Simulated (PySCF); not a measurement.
# Assignment exercise: C$_{9}$H$_{10}$Si

Molfile (atoms numbered from 1):
```
C9H10Si
     RDKit          3D

 20 21  0  0  0  0  0  0  0  0999 V2000
   -2.4704   -1.7730   -0.0161 C   0  0  0  0  0  0  0  0  0  0  0  0
   -2.2009   -0.4893   -0.0958 C   0  0  0  0  0  0  0  0  0  0  0  0
   -2.4315    1.2971    0.3303 Si  0  0  0  0  0  4  0  0  0  0  0  0
   -1.1384    0.3567   -0.7503 C   0  0  1  0  0  0  0  0  0  0  0  0
    0.2661    0.2155   -0.3474 C   0  0  0  0  0  0  0  0  0  0  0  0
    1.2893    0.6213   -1.2026 C   0  0  0  0  0  0  0  0  0  0  0  0
    2.6143    0.5146   -0.8249 C   0  0  0  0  0  0  0  0  0  0  0  0
    2.9466   -0.0013    0.4164 C   0  0  0  0  0  0  0  0  0  0  0  0
    1.9394   -0.4070    1.2766 C   0  0  0  0  0  0  0  0  0  0  0  0
    0.6146   -0.2974    0.9013 C   0  0  0  0  0  0  0  0  0  0  0  0
   -1.8627   -2.5142   -0.5174 H   0  0  0  0  0  0  0  0  0  0  0  0
   -3.3112   -2.1495    0.5460 H   0  0  0  0  0  0  0  0  0  0  0  0
   -3.4400    2.0671   -0.3764 H   0  0  0  0  0  0  0  0  0  0  0  0
   -1.9986    1.7740    1.6307 H   0  0  0  0  0  0  0  0  0  0  0  0
   -1.2582    0.4652   -1.8253 H   0  0  0  0  0  0  0  0  0  0  0  0
    1.0384    1.0221   -2.1755 H   0  0  0  0  0  0  0  0  0  0  0  0
    3.3926    0.8325   -1.5041 H   0  0  0  0  0  0  0  0  0  0  0  0
    3.9819   -0.0885    0.7112 H   0  0  0  0  0  0  0  0  0  0  0  0
    2.1904   -0.8143    2.2458 H   0  0  0  0  0  0  0  0  0  0  0  0
   -0.1669   -0.6212    1.5744 H   0  0  0  0  0  0  0  0  0  0  0  0
  1  2  2  0
  2  3  1  0
  3  4  1  0
  4  5  1  0
  5  6  2  0
  6  7  1  0
  7  8  2  0
  8  9  1  0
  9 10  2  0
  4  2  1  0
 10  5  1  0
  1 11  1  0
  1 12  1  0
  3 13  1  0
  3 14  1  0
  4 15  1  6
  6 16  1  0
  7 17  1  0
  8 18  1  0
  9 19  1  0
 10 20  1  0
M  END
```

- geometry from GFN2-xTB
- shielding tensors at PBE0/pcSseg-1 (GIAO)
- program: PySCF 2.14.0 with density-fitted response routines
- one averaged value for each set of equivalent atoms, a single conformation, no solvent, no relativistic terms

Chemical shifts δ = σref − σ; TMS for 13C (186.93 ppm), 1H (31.72 ppm), all at this level.

(1) Assign these signals to the numbered atoms. 13C{1H} NMR (computed): δ 152.1 (C), 150.6 (C), 138.0 (CH2), 134.0 (CH), 130.7 (CH), 129.2 (CH), 25.9 (CH).

(2) Assign these signals to the numbered atoms. 1H NMR (600 MHz, computed): δ 7.49 (m, 2H), 7.33 (m, 2H), 7.29 (t, 1H), 6.99 (m, 1H), 6.95 (m, 1H), 3.59 (m, 1H), 3.02 (m, 1H), 2.79 (m, 1H).

## Answers

(1) 
| δ (ppm) | atoms | environment | reason |
| --- | --- | --- | --- |
| 152.1 | C2 | fully substituted alkene carbon | the olefinic region |
| 150.6 | C5 | substituted aromatic carbon | – |
| 138.0 | C1 | terminal =CH2 carbon | an sp2 carbon of a C=C bond |
| 134.0 | C7/C9 | aromatic CH | the aromatic region |
| 130.7 | C6/C10 | aromatic CH | – |
| 129.2 | C8 | aromatic CH | – |
| 25.9 | C4 | three-membered-ring carbon | carbons of three-membered rings are unusually shielded |

C2 and C5; C6/C10 and C8 lie closer than the usual error of such a calculation, so a measured spectrum could show them in the other order.

(2) 
7.49 → H17/H19, hydrogen on an aromatic CH: it sits in the deshielding region of the aromatic ring current
7.33 → H16/H20, hydrogen on an aromatic CH
7.29 → H18, hydrogen on an aromatic CH
6.99 → H11, hydrogen on a terminal =CH2 carbon: attached to an sp2 carbon and in the plane of the double bond
6.95 → H12, hydrogen on a terminal =CH2 carbon
3.59 → H13, hydrogen on a silicon bonded to 2 C, in a 3-membered ring
3.02 → H14, hydrogen on a silicon bonded to 2 C, in a 3-membered ring
2.79 → H15, hydrogen on a three-membered-ring carbon

H16/H20 and H18; H11 and H12 lie closer than the usual error of such a calculation, so a measured spectrum could show them in the other order.

Shifts are as computed. Against solution values, carbons near 30 ppm lie about +3 ppm off and those near 130 ppm about +5 ppm. Of 1211 compounds with measured shifts, 218 miss one by over three times the rms of a fit or turn the order of signals round; such compounds aren't used in these exercises. No couplings were computed; multiplicities are counted from neighbouring protons, with m where these are inequivalent, close in shift, in a saturated or five-membered ring or joined by F or P, and br s for small geminal =CH2 splittings.
